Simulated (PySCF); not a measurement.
Si(H)(F)(vinyl)(OH) (C2H5FOSi), SMILES F[SiH](C=C)O.

The structure is a stationary point at PBE0-D3(BJ)/def2-SVP. The structure was generated by enumeration, and PubChem lists no compound with its InChIKey, so it may never have been made. The values are those of a single conformer.

Two levels are set side by side: PBE/def2-TZVP (PySCF) and PBE0/def2-TZVP (PySCF). Same geometry, gas phase. Differences are taken from unrounded values.

```tsv
quantity	PBE0
orbital gap (eV)	7.45
highest occupied level (eV)	-8.36
lowest empty level (eV)	-0.91
dipole moment (D)	2.31
mean polarisability (bohr³)	50.2
```

### Question
What does PBE give, and how far is it from PBE0? (An estimate is asked for; the answer gives what the named calculation found.)

### Answer

| quantity | PBE | PBE minus PBE0 |
|---|---|---|
| orbital gap (eV) | 5.31 | -2.14 |
| highest occupied level (eV) | -7.20 | 1.16 |
| lowest empty level (eV) | -1.89 | -0.98 |
| dipole moment (D) | 2.22 | -0.09 |
| mean polarisability (bohr³) | 52.1 | 1.9 |

PBE's occupied levels lie high since its potential decays too fast outside the molecule; exact exchange lowers them and widens the gap. PBE's more diffuse valence density responds more strongly to a field. Differences between two approximate levels are no errors against the true value.

Rough cost on one machine, each run with all the roots and properties that it gave: PBE0 against PBE within a factor of 2.
